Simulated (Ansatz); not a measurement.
Mulliken charges of ClGeH₅OSi, SMILES `Cl[SiH2][O][GeH3]` from r2SCAN/def2-TZVPP in Ansatz (PBE0-D4/def2-TZVP geometry).

```tsv
atom	x (Å)	y (Å)	z (Å)	charge (e)
Cl1	-0.843	0.650	-2.300	-0.272
Si2	0.217	1.369	-0.684	0.608
O3	-0.031	0.437	0.612	-0.493
Ge4	-0.137	-1.322	0.898	0.332
H5	1.640	1.367	-1.094	-0.087
H6	-0.272	2.733	-0.397	-0.074
H7	0.987	-2.005	0.104	-0.004
H8	-1.522	-1.790	0.434	-0.001
H9	0.050	-1.485	2.410	-0.008
```

Task: By hand: the dipole of these point charges (1 e Å = 4.8032 D).

Result: Σ q r = (0.206, -0.298, 0.311) e Å, of length 0.477 e Å = 2.29 D.

Task: How does the dipole of the full density compare? (Estimate.)

Result: Ansatz gave: (0.110, -0.221, 0.249) e Å, 1.68 D; the point charges give 1.36 times that, at 8° from its direction.

Point charges leave out the atoms' own dipoles, such as those of lone pairs, and Mulliken's split depends on the basis, so the two needn't agree.
